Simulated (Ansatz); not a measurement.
This geometry of CH₇GeN (10 atoms, charge 0, multiplicity 1) is a first-order saddle point.

These are results of Ansatz 0.2.0, RKS B3LYP/def2-SVP, not measurements.

```xyz
10
Properties=species:S:1:pos:R:3
C -1.077 0.567 -0.858
Ge 0.139 -0.708 0.022
N 1.340 0.111 1.132
H -1.781 0.034 -1.516
H -0.507 1.283 -1.470
H -1.650 1.131 -0.106
H 0.887 -1.512 -1.074
H -0.660 -1.673 0.928
H 2.095 0.701 0.807
H 1.298 0.016 2.138
```

Question: Which two structures does it join? (They come from a converged band through this point; their orientation in space is the band's.)

Answer: No bond is made or broken. The height of N3 over the plane of its neighbours goes from -0.35 to 0.34 Å.

Initial state:

```xyz
10
Properties=species:S:1:pos:R:3
C -1.009 0.533 -0.940
Ge 0.100 -0.698 0.109
N 1.102 0.315 1.297
H -1.659 -0.026 -1.631
H -0.378 1.211 -1.534
H -1.637 1.137 -0.268
H 0.949 -1.578 -0.855
H -0.766 -1.633 0.984
H 1.782 0.928 0.848
H 1.601 -0.240 1.991
```

Final state:

```xyz
10
Properties=species:S:1:pos:R:3
C -1.048 0.580 -0.800
Ge 0.152 -0.757 0.021
N 1.433 -0.077 1.175
H -1.772 0.081 -1.464
H -0.474 1.306 -1.396
H -1.608 1.127 -0.026
H 0.929 -1.500 -1.090
H -0.683 -1.757 0.850
H 2.102 0.555 0.736
H 1.053 0.391 1.997
```

Question: How far does it lie above each of them?

Answer: 1.7 kcal/mol above the first and 1.3 kcal/mol above the second. This is the barrier of this one path; another mechanism may lie lower.

Run time: 46 s on 2 threads of Intel(R) Xeon(R) Platinum 8488C (Sapphire Rapids) (shared host), peak memory 0.22 GiB.
